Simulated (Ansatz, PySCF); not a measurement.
Noncovalent pair: SiH4 (SMILES [SiH4]) (first 5 atoms) with CH3NO (SMILES NC=O); geometry from B3LYP-D3(BJ)/def2-TZVP.
(charge 0, multiplicity 1):
| atom | x (Å) | y (Å) | z (Å) |
|---|---|---|---|
| Si | -0.0140 | -0.0004 | 0.1624 |
| H | 0.6147 | 1.0408 | 1.0129 |
| H | 0.2391 | 0.3896 | -1.2487 |
| H | -1.4700 | -0.0371 | 0.3943 |
| H | 0.6207 | -1.3088 | 0.4132 |
| N | 0.8352 | 0.5581 | 4.0270 |
| C | -0.0448 | -0.4688 | 4.0483 |
| O | -0.5991 | -0.9288 | 3.0732 |
| H | 1.0584 | 0.9992 | 3.1485 |
| H | 1.2561 | 0.9000 | 4.8724 |
| H | -0.2158 | -0.8631 | 5.0659 |

Interaction energies are E(AB) − E(A) − E(B) at the monomers' geometry in the complex; basis-set methods are counterpoise corrected. Rows marked so take none.

Rows in 6-31G* carry no dispersion term and start afresh at each structure (6-31G* with six Cartesian d functions).

The values were computed with Ansatz (a first-principles code); PySCF for 6-31G* rows, the dispersion terms. 

Estimate the interaction energy that M06-2X/6-31G* (no counterpoise) returns for this input.

-4.5 kcal/mol

Estimate the interaction energy that B3LYP-D4/def2-TZVPPD returns for this input.

-2.8 kcal/mol

Give the interaction energy at the level revPBE-D4/def2-TZVPPD.

-2.5 kcal/mol
